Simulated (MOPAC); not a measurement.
MOPAC input (AM1):

```
AM1 PRECISE GNORM=0.05 LET XYZ GEO-OK AUX(PRECISION=9) THREADS=1
BeO

Be   -0.00000000 1   -0.00000000 1   -0.88442103 1
O     0.00000000 1    0.00000000 1    0.44221052 1
```

What heat of formation does the run end on?

27.87 kcal/mol.
